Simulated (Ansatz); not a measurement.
Spectroscopic constants of SbMo, multiplicity 8 (an upper state: multiplicity 4 came lower at CCSD(T)/def2-TZVPP on PBE0 minima). No spin–orbit coupling.

Seven points along R, fitted to fifth degree in 1/R; most abundant isotopes. In def2 and cc sets the state is the lowest found near the PBE0 minimum, followed along R.

Run with Ansatz (Gaussian orbitals).  In def2 rows elements past Kr take small-core potentials, without spin–orbit coupling.

```csv
level,r_e (Å),ω_e (cm⁻¹),B_e (cm⁻¹),ω_e x_e (cm⁻¹),dipole (D)
PBE/def2-TZVPP,2.848,170,0.0384,0.43,2.50
PBE0/def2-TZVPP,2.843,172,0.0386,0.44,3.33
wB97X-V/def2-TZVPP,2.839,179,0.0387,0.36,4.24
```

Ansatz is a program for electronic structure.
